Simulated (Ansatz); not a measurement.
Task: Name a neutral molecule of C, Si and H with HOMO–LUMO gap (PBE0/def2-TZVPP) between 8.10 and 8.40 eV and LUMO energy (ωB97M-V/def2-TZVPP) between 1.95 and 2.25 eV (Ansatz, PBE0-D4/def2-TZVP geometry).

Result: `C#CCC[SiH3]` (8.17 eV, 1.99 eV). Other molecules can fit too; these were computed, each in one conformer that needn't be the lowest.
